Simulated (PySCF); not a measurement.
# Frontier orbitals and the lowest excitations

C6H11FO.
Cartesian coordinates in Å at the PBE0-D3(BJ)/def2-SVP level; atoms count from 1:
```xyz
19
C6H11FO angstrom
C      1.7195    0.6292    1.0511
C      1.8467    0.9099   -0.4094
C      1.2670    0.2473   -1.4104
F      1.5453    0.6072   -2.6771
C      0.3169   -0.9222   -1.4017
O     -0.4613   -1.0573   -0.2561
C     -1.4867   -0.1007   -0.1378
C     -2.2631   -0.3749    1.1259
H      1.2633    1.4829    1.5807
H      2.7148    0.4799    1.5006
H      1.1115   -0.2622    1.2459
H      2.4950    1.7381   -0.7170
H      0.8884   -1.8596   -1.5136
H     -0.3112   -0.8242   -2.3108
H     -2.1502   -0.1566   -1.0249
H     -1.0626    0.9221   -0.1209
H     -3.0921    0.3402    1.2316
H     -1.6141   -0.2841    2.0096
H     -2.6791   -1.3930    1.1109
```

Theory: PySCF 2.14.0, density-fitted response routines, TDDFT B3LYP/def2-SVPD, vertical, gas phase, core orbitals frozen in the response.

Kohn–Sham orbitals with the atoms that hold most of them (Löwdin shares over 4%, at most four atoms; ? is withheld):

```json
{"orbital": "LUMO+2", "ε (eV)": "0.87", "atoms": "C3 11%, C8 11%, C5 10%, F4 9%"}
{"orbital": "LUMO+1", "ε (eV)": "0.39", "atoms": "C8 12%, C1 11%, C7 10%, C2 9%"}
{"orbital": "LUMO", "ε (eV)": "0.14", "atoms": "?"}
{"orbital": "HOMO", "ε (eV)": "?", "atoms": "C2 34%, C3 30%, F4 12%, C1 8%"}
{"orbital": "HOMO-1", "ε (eV)": "-7.50", "atoms": "?"}
{"orbital": "HOMO-2", "ε (eV)": "-9.07", "atoms": "O6 49%, C7 12%, C5 10%, C8 6%"}
{"orbital": "HOMO-3", "ε (eV)": "-9.75", "atoms": "C8 16%, C7 14%, C2 8%, C1 8%"}
```

(1) Give the leading atoms of the LUMO.

(2) Which atoms hold the HOMO-1, and with what shares?

(3) What is the HOMO energy, and the HOMO–LUMO gap?

Results:

(1) C3 (bonded to 2 C and F) 28%; C2 (bonded to 2 C and H) 25%; C5 (bonded to C, O and 2 H) 9%; C1 (bonded to C and 3 H) 7%.

(2) O6 (bonded to 2 C) 55%; C7 (bonded to C, O and 2 H) 10%; C5 (bonded to C, O and 2 H) 7%; H16 (bonded to C) 5%. By element: oxygen 55%, carbon 17% or more, hydrogen 5% or more.

(3) ε(HOMO) = -6.78 eV; the gap is 6.92 eV (0.2543 hartree).

Q: How does S1 compare with the orbital gap of 6.92 eV?

A: S1 is at 6.29 eV (f = 0.0068), 0.63 eV below the gap, made of HOMO→LUMO+1 (75%), HOMO→LUMO (17%). Its leading pair isn't HOMO and LUMO; the energies of that pair differ by 7.17 eV. Without the coupling terms of the response equations the lowest excitation would equal the gap.

Q: Give energy, strength and leading configuration of S1, S2 and S5, and follow the Löwdin shares of the leading atoms from the occupied to the empty orbital.

A: 
- S1 (6.29 eV, f 0.0068), HOMO→LUMO+1 (75%): C2 34% → 9%, C3 30% → at most 9%, C8 at most 8% → 12%, C1 8% → 11%
- S2 (6.57 eV, f 0.0018), HOMO-1→LUMO (98%): O6 55% → at most 8%, C7 10% → at most 8%, C3 at most 6% → 28%, C2 at most 6% → 25%
- S5 (6.98 eV, f 0.027), HOMO-1→LUMO+1 (95%): O6 55% → at most 9%, C7 10% → 10%, C8 at most 6% → 12%, C1 at most 6% → 11%

Cost: about 2.7 min of CPU time on one thread (grids of density and orbitals included); the machine was shared, so the figure is rough.

One conformer stands for the species.
